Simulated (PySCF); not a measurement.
CClF₂NOSi, SMILES O=C=N[Si](F)(F)Cl.

Coordinates come from a B3LYP-D3(BJ)/def2-SVP optimisation. Other conformers were not sampled.

All values below come from PBE0/def2-TZVP in PySCF.

Symmetry labels are those of the subgroup Cs that the program uses (full group Cs).

Computed valence orbital energies around the gap with their symmetry:
```tsv
orbital	symmetry	energy (eV)
HOMO−7	A'	-13.35
HOMO−6	A"	-13.06
HOMO−5	A"	-12.72
HOMO−4	A'	-12.23
HOMO−3	A'	-10.60
HOMO−2	A"	-10.38
HOMO−1	A"	-9.80
HOMO	A'	-9.65
LUMO	A"	-0.23
LUMO+1	A'	-0.22
LUMO+2	A'	0.33
LUMO+3	A'	1.18
```
